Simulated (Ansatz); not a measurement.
A nudged elastic band was laid between two geometries of CH5B2F (9 atoms, charge 0, multiplicity 1).

Level of theory: Ansatz, RKS PBE0-D4/def2-SVP.

| Quantity | Value |
| --- | --- |
| movable images | 2 |
| climbing image | no |
| spring | 5.0 eV/Å² |
| optimiser | quadratic models (default) |
| start path | through a guess of the saddle point |
| force threshold | 0.03 eV/Å |
| iteration limit | 60 |
| end points | relaxed |

Image 0:

```xyz
9
Properties=species:S:1:pos:R:3
B -0.303 1.183 -0.469
C 0.549 0.138 0.302
B -0.179 -1.241 0.214
F -0.734 -1.768 1.296
H -0.451 1.081 -1.666
H -0.853 2.095 0.105
H 1.459 -0.024 -0.309
H 0.790 0.412 1.338
H -0.279 -1.876 -0.812
```

Image 3:

```xyz
9
Properties=species:S:1:pos:R:3
B -0.302 1.184 -0.470
C 0.548 0.139 0.303
B -0.179 -1.241 0.214
F -0.729 -1.771 1.296
H -0.856 2.093 0.104
H -0.447 1.082 -1.668
H 1.459 -0.025 -0.305
H 0.787 0.413 1.340
H -0.281 -1.873 -0.814
```

**Question.** What changes between the two ends?

**Answer.** No bond is made or broken. The dihedral H6–B1–C2–B3 goes from 113 to -65°. The two ends are copies of one structure, up to a mirror image or an exchange of like atoms.

**Question.** Give the energies along the band, and the barrier.

**Answer.** It converged. The highest image is number 1 of 0 to 3, 10.6 kJ/mol above the ends, which have the same energy within 2 meV. No image climbed, so the highest image needn't sit at the top of the path. So few images can step over the top or miss a turn of the path.

```json
{"image": "0", "path coordinate (Å)": "0.00", "energy (kJ/mol)": "0.0", "dihedral H6–B1–C2–B3 (°)": "113"}
{"image": "1", "path coordinate (Å)": "1.46", "energy (kJ/mol)": "10.6", "dihedral H6–B1–C2–B3 (°)": "175"}
{"image": "2", "path coordinate (Å)": "2.93", "energy (kJ/mol)": "4.3", "dihedral H6–B1–C2–B3 (°)": "-132"}
{"image": "3", "path coordinate (Å)": "4.39", "energy (kJ/mol)": "0.0", "dihedral H6–B1–C2–B3 (°)": "-65"}
```

**Question.** What is the geometry of the highest image?

**Answer.** 
```xyz
9
Properties=species:S:1:pos:R:3
B -0.347 1.184 -0.432
C 0.487 0.098 0.335
B -0.099 -1.322 0.136
F -0.919 -1.841 1.043
H -1.249 0.903 -1.192
H -0.072 2.354 -0.294
H 1.490 0.201 -0.129
H 0.605 0.421 1.385
H 0.104 -1.997 -0.853
```

The band took 18 iterations and of the order of 90 core-seconds.

Time of the run: 87 s on 1 CPU thread of a shared host.
